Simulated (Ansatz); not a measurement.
`[CH3][GeH2][Se]C` → `C[Se][GeH3]` + `[CH2]` (triplet) at 600 K and 1 bar (formal loss of a carbene).

Computed with Ansatz on PBE0-D4/def2-TZVP structures; ΔE is electronic, products minus reactants. CCSD(T)/CBS adds triple-zeta CCSD(T) − MP2 to the extrapolated MP2 energy (def2 sets, frozen cores). This one scheme is used for every species. Triplets are unrestricted, without spin–orbit coupling. For Ge, Se outer-core shells are correlated without core-valence functions, which leaves a few kJ/mol of doubt a bond. Scalar relativity is left out up to krypton. Each species was taken in one conformer, which may not be the lowest.

```tsv
species	CCSD(T)/CBS energy (Eh)	H − E (kJ/mol)	S (J/(mol·K))
`[CH3][GeH2][Se]C`	-4557.76484	305.2	479.8
`C[Se][GeH3]`	-4518.49012	213.6	418.1
`[CH2]` (triplet)	-39.09499	66.5	220.8
```

H − E and S are ideal-gas, rigid-rotor, harmonic terms from PBE0-D4/def2-TZVP, for one conformer and one mirror image of each species, with the whole ground term of open shells counted as degenerate. 1 Eh = 2625.50 kJ/mol, R = 8.31446 J/(mol·K).

Q: By hand: ΔE, ΔH, ΔS and ΔG.

A: ΔE = (-4518.49012) + (-39.09499) − (-4557.76484) = 0.17973 Eh = 471.9 kJ/mol. Δ(H − E) = 213.6 + 66.5 − 305.2 = -25.1, so ΔH = 446.8 kJ/mol. ΔS = 418.1 + 220.8 − 479.8 = 159.1 J/(mol·K). ΔG = 446.8 − 600 × (159.1)/1000 = 351.3 kJ/mol.

Q: By hand: the equilibrium constant, and the temperature at which ΔG would vanish if ΔH and ΔS stayed fixed.

A: log₁₀ K = −ΔG/(RT ln 10) = -30.6. ΔG = 0 at ΔH/ΔS = 2808 K, far beyond where these terms or the molecules hold.

The number of gas molecules changes by +1, which sets the sign of ΔS. A doubt of 5 kJ/mol in ΔE shifts log₁₀ K by 0.4 here. Other conformers and mirror images would add mixing entropy, several J/(mol·K) or more a flexible species. Modes under 60 cm⁻¹, often nearly free rotors, make the harmonic entropy too high. A triplet takes part, so the spin changes. These are equilibria of isolated gas molecules and say nothing of rates. Largest T1 diagnostic: 0.011 (customary marks: 0.02 for closed shells, 0.045 for open ones).
